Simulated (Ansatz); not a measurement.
An input meant for the cluster Cu₂Te (charge 0, singlet).

```yaml
crystal:
  periodic: [false, false, false]
  atoms:
    - {symbol: Cu, position_ang: [-0.249949, 0.410622, -1.404496]}
    - {symbol: Cu, position_ang: [1.011947, 0.593620, 0.909554]}
    - {symbol: Te, position_ang: [-0.761998, -1.004242, 0.494952]}
basis:
  gaussian: {orbitals: def2-SVP}
hamiltonian: {xc: {name: PBE1PBE}}
scf: {omitted_lower_state_checks: [starts]}
```

```sh
$ ansatz run in.yaml --threads 2 --pin off --events-out ev --progress --plain --max-ram 22528MiB --backend cpu
```

Output, abridged:

```
Error: YAML parse error: error: line 9 column 19: hamiltonian.xc: no functional is named "PBE1PBE"; the names, which are not case-sensitive, are SVWN5, SPW92, PBE, PBE0, PBEsol, revPBE, revPBE0, RPBE, rPW86-PBE, HSE06, wPBEh, LC-wPBE, HISS, HF, BLYP, B3LYP, B3LYP5, BHLYP, CAM-B3LYP, r2SCAN, r2SCANh, r2SCAN0, r2SCAN50, m-r2SCAN, B97, wB97, wB97X, wB97X-V, B97M-V, wB97M-V, B2PLYP, B2GP-PLYP, PBE0-DH, PBE-QIDH
  --> <input>:9:19
   |
 7 | basis:
 8 |   gaussian: {orbitals: def2-SVP}
 9 | hamiltonian: {xc: {name: PBE1PBE}}
   |                   ^ hamiltonian.xc: no functional is named "PBE1PBE"; the names, which are not case-sensitive, are SVWN5, SPW92, PBE, PBE0, PBEsol, revPBE, revPBE0, RPBE, rPW86-PBE, HSE06, wPBEh, LC-wPBE, HISS, HF, BLYP, B3LYP, B3LYP5, BHLYP, CAM-B3LYP, r2SCAN, r2SCANh, r2SCAN0, r2SCAN50, m-r2SCAN, B97, wB97, wB97X, wB97X-V, B97M-V, wB97M-V, B2PLYP, B2GP-PLYP, PBE0-DH, PBE-QIDH
10 | scf: {omitted_lower_state_checks: [starts]}
   |
```

Something in this input is off. What?

The method's name isn't one that the program takes here. The program refused the input.
